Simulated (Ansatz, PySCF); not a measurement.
Species: CH$_{2}$BF$_{2}$, net charge 0, doublet state. It need not be the lowest isomer of its formula. 
Geometry from a B3LYP-D3(BJ)/def2-TZVP (Ansatz, a quantum-chemistry and plane-wave program) optimisation:
```
C
F 1 1.3917
H 1 1.0979 2 108.36
H 1 1.0979 3 107.31 2 -116.82
B 1 1.5706 3 109.58 4 -118.91
F 5 1.3107 1 120.78 3 58.75
```
Charge 0, spin multiplicity 2.

Property: atomisation energy (electronic, to ground-state atoms), in eV. Correlated levels leave the core frozen unless marked. Open shells are spin-unrestricted. Spin-orbit coupling is left out. No relativistic terms. The coupled-cluster limit lacks core correlation, which all-electron functionals hold. CBS(X,Y): correlation extrapolated as X^-3; Hartree-Fock from the larger set. The bracket is a focal-point correction in the basis named.

| level | program | atomisation energy (eV) |
|---|---|---|
| HF/def2-TZVPD | PySCF | 17.51 |
| PBE-D4/def2-TZVPD | Ansatz + dftd4 | 24.46 |
| PBE0/def2-QZVPP | Ansatz | 23.74 |
| TPSSh-D3(BJ)/def2-TZVPD | PySCF + dftd3 | 23.62 |
| TPSSh/def2-TZVPD | PySCF | 23.54 |
| CCSD/STO-3G | Ansatz | 22.20 |
| RI-MP2/CBS(cc-pVTZ,cc-pVQZ)+[CCSD(T)-MP2]/cc-pVTZ | Ansatz | 23.42 |
